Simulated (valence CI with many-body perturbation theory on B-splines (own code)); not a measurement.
**Forbidden lines of Ce34+**

Computed by valence CI with perturbative core correlation (CI+MBPT): six valence electrons over a frozen Dirac-Fock core [Ar], a basis of 7 s, 7 p, 8 d, 6 f, 4 g, 1 h functions for each j, with the one-electron correlation potential Σ1, the two-electron term Σ2, the three-electron term Σ3, Breit, model QED; selected CI, second order for the rest, scaled by the run's own slope (own B-spline code, finite nucleus).

No measured spectrum was set against this ion. As an estimate, large intervals hold to a few tenths of a per cent, small ones and those within an open d or f shell to about a per cent. Core correlation moves these levels by up to 6300 cm⁻¹, and in measured spectra 5 to 20 % of such shifts remained as error; rates that hang on mixing are uncertain with them. Among the levels kept, up to 1000 cm⁻¹ of a level comes from second order outside the variational space, and about a tenth of that is noise between levels of different J, which matters for small intervals. Only levels of the ground parity were solved; by the run's estimate the other parity begins above the list, which can be wrong where configurations are misplaced.

Lines 51 to 100 of 120 in falling wavelength, among levels below 840820 cm⁻¹, chosen from the decays that carry over 1 % of a level's rate. Wavelengths and rates use the calculated energies. Electric multipoles are in the length gauge, E1 and E2 with the static RPA response of the core. Weak lines are less certain than strong ones. Lines between different terms over intervals too small for the method are left out, as are lines whose strength nearly cancels. The highest levels of a list are the least certain.

Levels are named by their leading jj configuration (3d3/2^4 stands for four electrons in 3d with j = 3/2), which in mixed levels can hold well under half, so a name can repeat and another be missing. Letters in brackets count levels of one name in rising energy.

```csv
λ vac (Å),Upper,Lower,Type,A (s⁻¹),Branch %
591.7,(3d3/2^2 3d5/2^4) J=2 [d],(3d3/2^3 3d5/2^3) J=3 [c],M1,3.96e+04,23.4
580.1,(3d3/2^2 3d5/2^4) J=4 [c],(3d3/2^2 3d5/2^4) J=4 [a],M1,1.29e+04,9.1
573.4,(3d3/2^2 3d5/2^4) J=0 [a],(3d3/2^3 3d5/2^3) J=1 [a],M1,1.82e+05,99.9
566.1,(3d3/2^3 3d5/2^3) J=3 [c],(3d3/2^3 3d5/2^3) J=4 [a],M1,6.94e+02,1.6
557.5,(3d3/2 3d5/2^5) J=2,(3d3/2^2 3d5/2^4) J=2 [c],M1,4.68e+04,18.6
556.7,(3d3/2 3d5/2^5) J=1,(3d3/2^2 3d5/2^4) J=0 [a],M1,5.47e+04,13.0
547.2,(3d3/2^2 3d5/2^4) J=4 [c],(3d3/2^3 3d5/2^3) J=3 [c],M1,3.94e+04,27.9
543.6,(3d3/2^2 3d5/2^4) J=2 [d],(3d3/2^2 3d5/2^4) J=2 [b],M1,2.11e+04,12.5
534.7,(3d3/2^2 3d5/2^4) J=4 [a],(3d3/2^3 3d5/2^3) J=4 [a],M1,1.20e+05,72.7
529.9,(3d3/2^3 3d5/2^3) J=2,(3d3/2^4 3d5/2^2) J=2,M1,5.40e+04,94.4
529.0,(3d3/2 3d5/2^5) J=3,(3d3/2^2 3d5/2^4) J=4 [b],M1,1.94e+04,8.3
528.7,(3d3/2 3d5/2^5) J=2,(3d3/2^2 3d5/2^4) J=1,M1,5.85e+04,23.3
528.7,(3d3/2^2 3d5/2^4) J=6,(3d3/2^3 3d5/2^3) J=6,M1,4.12e+04,70.5
527.8,(3d3/2^2 3d5/2^4) J=2 [b],(3d3/2^3 3d5/2^3) J=3 [a],M1,5.78e+04,61.1
527.8,(3d3/2^2 3d5/2^4) J=6,(3d3/2^3 3d5/2^3) J=5,M1,1.72e+04,29.4
526.2,(3d3/2 3d5/2^5) J=1,(3d3/2^2 3d5/2^4) J=2 [b],M1,1.25e+05,29.8
517.7,(3d3/2^3 3d5/2^3) J=1 [b],(3d3/2^4 3d5/2^2) J=0,M1,3.17e+04,60.3
515.5,(3d3/2^3 3d5/2^3) J=3 [b],(3d3/2^4 3d5/2^2) J=2,M1,7.35e+03,13.4
510.5,(3d3/2^2 3d5/2^4) J=2 [d],(3d3/2^3 3d5/2^3) J=1 [b],M1,2.63e+04,15.6
504.9,(3d3/2^3 3d5/2^3) J=5,(3d3/2^4 3d5/2^2) J=4,M1,1.43e+04,95.2
504.7,(3d3/2 3d5/2^5) J=4,(3d3/2^2 3d5/2^4) J=3 [b],M1,4.32e+04,16.0
504.2,(3d3/2^3 3d5/2^3) J=6,(3d3/2^4 3d5/2^2) J=4,E2,1.43e-01,99.6
500.5,(3d3/2 3d5/2^5) J=1,(3d3/2^3 3d5/2^3) J=0,M1,2.15e+04,5.1
500.0,(3d3/2^2 3d5/2^4) J=1,(3d3/2^3 3d5/2^3) J=2,M1,1.35e+04,12.5
491.5,(3d3/2^2 3d5/2^4) J=4 [b],(3d3/2^3 3d5/2^3) J=3 [b],M1,1.73e+04,20.0
489.2,(3d3/2^3 3d5/2^3) J=3 [c],(3d3/2^3 3d5/2^3) J=3 [a],M1,5.88e+02,1.4
488.9,(3d3/2^2 3d5/2^4) J=2 [c],(3d3/2^3 3d5/2^3) J=3 [b],M1,2.66e+04,23.4
480.9,(3d3/2^2 3d5/2^4) J=5,(3d3/2^3 3d5/2^3) J=4 [a],M1,3.49e+03,4.2
476.7,(3d3/2^2 3d5/2^4) J=2 [c],(3d3/2^3 3d5/2^3) J=2,M1,4.12e+04,36.2
467.9,(3d3/2^2 3d5/2^4) J=3 [a],(3d3/2^3 3d5/2^3) J=4 [a],M1,4.88e+04,34.2
466.6,(3d3/2^2 3d5/2^4) J=4 [c],(3d3/2^3 3d5/2^3) J=4 [b],M1,3.70e+04,26.1
465.6,(3d3/2^2 3d5/2^4) J=4 [a],(3d3/2^3 3d5/2^3) J=3 [a],M1,3.91e+03,2.4
454.9,(3d3/2^2 3d5/2^4) J=2 [d],(3d3/2^2 3d5/2^4) J=2 [a],M1,3.39e+04,20.1
445.4,(3d3/2 3d5/2^5) J=4,(3d3/2^2 3d5/2^4) J=3 [a],M1,4.79e+03,1.8
442.7,(3d3/2 3d5/2^5) J=1,(3d3/2^2 3d5/2^4) J=2 [a],M1,1.98e+05,47.2
434.3,(3d3/2 3d5/2^5) J=4,(3d3/2^2 3d5/2^4) J=5,M1,8.20e+04,30.4
430.6,(3d3/2 3d5/2^5) J=3,(3d3/2^2 3d5/2^4) J=3 [b],M1,4.37e+04,18.7
424.4,(3d3/2^3 3d5/2^3) J=3 [b],(3d3/2^4 3d5/2^2) J=4,M1,3.88e+04,70.9
416.7,(3d3/2^2 3d5/2^4) J=2 [a],(3d3/2^4 3d5/2^2) J=2,M1,2.53e+03,2.1
416.6,(3d3/2^2 3d5/2^4) J=3 [b],(3d3/2^3 3d5/2^3) J=4 [a],M1,1.93e+04,19.8
414.9,(3d3/2^2 3d5/2^4) J=4 [b],(3d3/2^3 3d5/2^3) J=5,M1,5.73e+04,66.2
414.1,(3d3/2^2 3d5/2^4) J=3 [a],(3d3/2^3 3d5/2^3) J=3 [a],M1,6.89e+04,48.3
400.0,(3d3/2 3d5/2^5) J=2,(3d3/2^2 3d5/2^4) J=3 [a],M1,8.83e+04,35.2
398.1,(3d3/2 3d5/2^5) J=4,(3d3/2^2 3d5/2^4) J=4 [a],M1,1.31e+05,48.7
386.7,(3d3/2 3d5/2^5) J=3,(3d3/2^2 3d5/2^4) J=3 [a],M1,7.95e+04,34.1
382.3,(3d3/2 3d5/2^5) J=4,(3d3/2^3 3d5/2^3) J=3 [c],M1,5.57e+03,2.1
378.9,(3d3/2^3 3d5/2^3) J=1 [b],(3d3/2^4 3d5/2^2) J=2,M1,9.22e+03,17.5
376.1,(3d3/2^2 3d5/2^4) J=2 [d],(3d3/2^3 3d5/2^3) J=3 [b],M1,1.09e+04,6.4
368.9,(3d3/2^2 3d5/2^4) J=2 [d],(3d3/2^3 3d5/2^3) J=2,M1,1.32e+04,7.8
362.5,(3d3/2^2 3d5/2^4) J=2 [b],(3d3/2^4 3d5/2^2) J=2,M1,1.54e+04,16.3
```
